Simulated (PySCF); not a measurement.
A GIAO shielding run with PySCF 2.14 (density fitting, non-relativistic, gas phase) on `C=C[Si@@H](S)OCCC`, C5H12OSSi:

```
$ OMP_NUM_THREADS=1 python probes_run.py task.json out

{"job": {"kind": "nmr", "xc": "PBE0", "basis": "pcSseg-1"}, "charge": 0, "multiplicity": 1}
C     -3.834495     0.353131    -0.143171
C     -2.662063     0.349217    -0.755262
Si    -1.043465    -0.092482     0.083025
S     -0.644833    -2.216154    -0.100939
O      0.101440     0.688675    -0.733996
C      1.416671     0.332580    -1.066968
C      2.426532     0.722475     0.009451
C      2.409553    -0.218780     1.206638
H     -4.755056     0.599361    -0.649819
H     -3.926995     0.112885     0.903881
H     -2.625760     0.601569    -1.807965
H     -1.025474     0.203869     1.514082
H     -1.801386    -2.633131     0.385242
H      1.469526    -0.746011    -1.254184
H      1.644193     0.863162    -1.997631
H      3.418466     0.712905    -0.446124
H      2.208552     1.742500     0.331607
H      3.173402     0.069710     1.924945
H      2.601282    -1.241116     0.888342
H      1.444764    -0.193686     1.705811
```

Hardware: 1 thread of an Intel Xeon, shared host. The job also computes population analyses, field gradients.

Problem. How large is the calculation?

Solution. 80 electrons, 210 basis functions and 1134 auxiliary functions.

Problem. How long does it take, and how much memory does it need?

Solution. 96 s of wall time, with 13 SCF cycles and 5 response iterations; peak memory 0.93 GiB. Times on a shared host scatter by some tens of per cent.
